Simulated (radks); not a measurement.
Results of a calculation; reference values are marked as such.
All-electron atom: Kr III in [Ar] 3d10 4s2 4p2 4f2 (not the ground configuration). Level of theory: Dirac Kohn-Sham, exchange-only PBE, spin-unpolarised, spherical densities, finite nucleus; open shells fill j = l - 1/2 first; Fermi nuclear charge, rms radius 4.1884 fm (a radial shooting solver on a logarithmic mesh with Libxc functionals).

Spin-orbit splittings of the eigenvalues, e(l+1/2) - e(l-1/2), with zeta = 2 splitting/(2l+1) and mean radii in bohr:

shell  occ.  splitting (eV)  zeta (eV)  <r> j=l-1/2  <r> j=l+1/2
2p        6           53.87      35.91       0.1573       0.1613
3p        6           7.944      5.296       0.5327       0.5431
3d       10           1.314     0.5256       0.5502       0.5540
4p        2          0.9593     0.6396        1.608        1.634
4d        0         0.09511    0.03804        2.254        2.263
4f        2       0.0005428  0.0001551        4.612        4.612
